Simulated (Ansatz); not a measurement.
The same path of BrH3OSi + H3P (10 atoms, charge 0, multiplicity 1) was run twice with different band settings. Lost on the way: Si1–Br2, H6–P7. Made: Si1–P7, Br2–H6.

Theory: Ansatz 0.2.0, RKS PBE0/def2-SVP.

Relaxed end points:

```xyz
10
Properties=species:S:1:pos:R:3
Si -1.257 -0.756 1.081
Br -0.410 -2.107 -0.490
H -2.193 -1.613 1.861
H -1.935 0.379 0.420
O -0.061 -0.125 2.033
H 2.031 0.671 -1.037
P 0.855 1.283 -1.566
H 0.454 -0.741 2.563
H 1.568 2.421 -2.058
H 0.949 0.586 -2.808
```

```xyz
10
Properties=species:S:1:pos:R:3
Si -1.035 0.267 0.473
Br 2.215 -2.223 0.317
H -1.933 -0.843 0.025
H -1.842 1.470 0.806
O -0.149 -0.099 1.823
H 1.804 -1.216 -0.641
P 0.380 0.616 -1.277
H 0.488 -0.822 1.742
H 0.691 1.979 -1.006
H -0.618 0.873 -2.262
```

Common settings: movable images 7; climbing image yes; spring 5.0 eV/Å²; optimiser quadratic models (default); start path through a guess of the saddle point; iteration limit 60; end points relaxed.

| run | force threshold |
| --- | --- |
| 1 | 0.05 eV/Å |
| 2 | 0.5 eV/Å |

Task: What does each run give, and how far can it be trusted?

Result: Run 1: converged after 26 iterations, highest image 1.141 eV above the first end. A vibrational analysis at the climbing image gives one clearly imaginary mode, 495i cm⁻¹: a first-order saddle point.
Run 2: converged after 8 iterations, highest image 1.069 eV above the first end. The threshold of 0.5 eV/Å is loose, so the images may lie well off the minimum-energy path. The order of the stationary point at the top wasn't checked.
The orbitals stay closed-shell, which can raise the energy where a bond breaks towards radicals; this wasn't checked here.
